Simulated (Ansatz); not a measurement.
Level of theory: frozen-core CCSD(T)/cc-pVTZ // B3LYP-D3(BJ)/def2-TZVP (Ansatz, a first-principles code).

Ansatz 0.2 input:
```yaml
crystal:
  periodic: [false, false, false]
  atoms:
    - { symbol: S, position_ang: [-0.441595, 1.468265, 0.007755] }
    - { symbol: B, position_ang: [0.271354, -0.192907, 0.009205] }
    - { symbol: S, position_ang: [2.073945, -0.369076, 0.093084] }
    - { symbol: S, position_ang: [-0.649101, -1.749661, -0.066534] }
    - { symbol: H, position_ang: [-1.740689, 1.134941, -0.061505] }
    - { symbol: H, position_ang: [2.372225, 0.940402, 0.134611] }
    - { symbol: H, position_ang: [-1.886139, -1.231965, -0.116614] }
basis:
  gaussian: { orbitals: cc-pVTZ }
correlation:
  method: ccsd_t
```

Output:

```
Functional definition: HF
998 factors; integrals over basis functions are off by at most 1.9e-3 eV
mean field evaluation 1: about -33173.3068 eV, gradient 1.9e1 eV
mean field evaluation 2: about -33173.5953 eV, gradient 1.9e1 eV
mean field evaluation 4: about -33175.3364 eV, gradient 2.8e0 eV
mean field evaluation 8: about -33175.3798 eV, gradient 2.5e-1 eV
mean field evaluation 16: about -33174.8036 eV, gradient 7.0e0 eV
mean field -33175.38011640 eV, -1219.1727321974 hartree, gradient 9.4e-6 eV, S^2 0.000000; 0 other end points of the search recorded, 0 dependent functions left out
16 core orbitals not correlated
reference -33175.38011640 eV, -1219.1727321974 hartree; 12, 12 occupied and 146, 146 virtual orbitals, 998 factors
second order -17.19316474 eV of doubles, -0.00000000 eV of singles
cycle   1  -18.07580180 eV  change   -8.8e-1 eV  update   9.9e-2
cycle   2  -18.53579069 eV  change   -4.6e-1 eV  update   2.9e-2
cycle   3  -18.62666997 eV  change   -9.1e-2 eV  update   1.5e-2
cycle   4  -18.61988103 eV  change    6.8e-3 eV  update   4.0e-3
cycle   5  -18.61805080 eV  change    1.8e-3 eV  update   1.6e-3
cycle   6  -18.61763194 eV  change    4.2e-4 eV  update   4.6e-4
cycle   7  -18.61760253 eV  change    2.9e-5 eV  update   1.2e-4
cycle   8  -18.61764482 eV  change   -4.2e-5 eV  update   3.9e-5
cycle   9  -18.61764963 eV  change   -4.8e-6 eV  update   1.1e-5
perturbative correction -0.91823276 eV, -0.0337444316 hartree
Total energy: -33194.91599879 eV, -1219.8906626334 hartree
```

Cost: very roughly 80 core-seconds.
